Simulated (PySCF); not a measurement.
## Orbital energies and ionisation energy

Species: BGeH₆OP.
SMILES with atom numbers: `[PH2:1][BH:2][O:3][GeH3:4]` (hydrogens: H5, H6 on P1; H7 on B2; H8, H9, H10 on Ge4)

Structure used (PBE0-D3(BJ)/def2-SVP), in Å, numbered top down from 1:
```xyz
10
BGeH6OP angstrom
P      2.3434    0.0650    0.5928
B      1.2838    1.2690   -0.4909
O     -0.0573    1.2456   -0.5790
Ge    -1.2352    0.1049    0.1779
H      3.4014   -0.0990   -0.3454
H      1.6860   -1.1681    0.2977
H      1.8707    2.1721   -1.0539
H     -1.2933   -1.1497   -0.7056
H     -0.7397   -0.2146    1.5979
H     -2.5615    0.8710    0.1832
```

Level: PBE0/def2-SVPD (PySCF). Frontier orbitals with their largest atomic shares (Löwdin; up to four atoms above 4 %):

| orbital | ε (eV) | main atoms |
| --- | --- | --- |
| HOMO−3 | -9.98 | Ge4 35 %, H10 24 %, H9 18 %, O3 8 % |
| HOMO−2 | -9.62 | O3 28 %, Ge4 28 %, H8 23 %, H9 8 % |
| HOMO−1 | -8.48 | P1 34 %, O3 21 %, B2 17 %, H7 9 % |
| HOMO | -7.08 | ? |
| LUMO | -0.53 | B2 40 %, P1 21 %, O3 18 %, H7 8 % |
| LUMO+1 | -0.38 | Ge4 36 %, O3 12 %, B2 11 %, H9 11 % |
| LUMO+2 | 0.05 | Ge4 41 %, H8 13 %, H10 12 %, H9 11 % |

Question: What vertical ionisation energy does ΔSCF give, and how far is −ε(HOMO) from it?

Answer: ΔSCF: 9.13 eV (881 kJ/mol; threshold wavelength 136 nm); ⟨S²⟩ of the doublet left behind is 0.760, against 0.75 for a pure doublet. −ε(HOMO) is 7.08 eV, 2.05 eV below it. In exact Kohn–Sham theory the two would be equal; PBE0 (global hybrid, 25 % exact exchange) falls short of its own ΔSCF value by 22 %. Holes in the HOMO−1 and HOMO−2 were tried too where these lie within 1.2 eV of the HOMO; the lowest converged state counts.

Question: On which atoms does the HOMO lie?

Answer: P1 (three-coordinate phosphorus) 54 %, B2 (three-coordinate boron) 16 %, O3 (boron-bound oxygen) 12 %, H7 (B–H hydrogen) 5 %. The HOMO−1 lies 1.40 eV lower.

Question: What kinetic energy would electrons from this vertical process carry with He II light (40.814 eV)?

Answer: 40.81 − 9.13 = 31.68 eV.

Question: How many of the 10 lowest singlet excitations (vertical TDDFT, same level) lie below the ionisation energy?

Answer: All 10; they run from 5.22 to 7.57 eV.

Question: With α = 76.0 au, estimate the like-pair dispersion coefficient by London's formula C6 = (3/4)α²I.

Answer: I = 0.3356 Eh, so C6 ≈ 1460 au, a rough estimate.

Question: Shift the occupied levels rigidly so that −ε(HOMO) equals the ΔSCF value. What binding energies result?

Answer: The shift is +2.05 eV: HOMO 9.13, HOMO−1 10.53, HOMO−2 11.67, HOMO−3 12.03 eV. A rigid shift is only a rough guide to the deeper ionisations.

Isolated species at its PBE0-D3(BJ)/def2-SVP geometry (one conformer only). The calculation is non-relativistic, for germanium too.

These values come from a run that also computed excited states and ΔSCF ions. Time: 32 s wall. Hardware: one thread of an Arm Neoverse V1, shared host.
